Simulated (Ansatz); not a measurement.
Mulliken charges of FH$_{4}$O$_{2}$SSi$_{2}$, SMILES `O[SiH]S[SiH](O)F` radical from B3LYP/def2-TZVPP in Ansatz (PBE0-D4/def2-TZVP geometry).

```
atom   x (Å)   y (Å)   z (Å)  charge (e)
  O1  -1.899  -1.596  -0.037      -0.353
 Si2  -1.034  -1.124   1.275       0.382
  S3   1.029  -0.661   0.837      -0.320
 Si4   0.671   1.135  -0.223       0.719
  O5   1.961   1.512  -1.132      -0.376
  F6  -0.621   0.895  -1.149      -0.330
  H7  -1.903  -0.979  -0.775       0.201
  H8  -0.992  -2.295   2.190      -0.047
  H9   0.370   2.302   0.618      -0.071
 H10   2.417   0.813  -1.605       0.194
```

By hand: the dipole of these point charges (1 e Å = 4.8032 D).

Σ q r = (0.003, 0.203, 0.263) e Å, of length 0.332 e Å = 1.59 D.

How does the dipole of the full density compare? (Estimate.)

The calculation gave: (0.146, 0.039, -0.118) e Å, 0.92 D; the point charges give 1.73 times that, at 111° from its direction.

Point charges leave out the atoms' own dipoles, such as those of lone pairs, and Mulliken's split depends on the basis, so the two needn't agree.

B3LYP here is the variant with VWN-RPA as its local correlation; programs differ in this.
